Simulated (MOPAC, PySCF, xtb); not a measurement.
Ligands exchanged one at a time, Ga OH-H. Isolated molecules, 0 K electronic values unless said otherwise. One relaxed conformer stands for each flexible species; it need not be the lowest. Strings in code marks are SMILES.

Quantity: redistribution energy (mixed species minus the weighted end members), in kJ/mol. Semi-empirical values (MOPAC) are differences of heats of formation.

Level 1: PBE-D3(BJ)/def2-TZVP // CAM-B3LYP-D3(BJ)/def2-TZVP (PySCF)
Level 2: PBE/6-31G* // CAM-B3LYP-D3(BJ)/def2-TZVP (PySCF)
Level 3: GFN2-xTB (xtb)
Level 4: PM6 // CAM-B3LYP-D3(BJ)/def2-TZVP (MOPAC)

| species | level 2 | level 3 | level 4 |
|---|---|---|---|
| 1 of 3 OH replaced by H: `[OH][GaH][OH]` (H–O–Ga–O torsion 0°, O–Ga–O–H torsion 0°) | -17.55 | -48.7 | -48.4 |
| 2 of 3 OH replaced by H: `[GaH2][OH]` | -16.44 | -51.1 | -25.75 |

What does level 1 give for each?


- 1 of 3 OH replaced by H: `[OH][GaH][OH]` (H–O–Ga–O torsion 0°, O–Ga–O–H torsion 0°): -16.94
- 2 of 3 OH replaced by H: `[GaH2][OH]`: -15.05
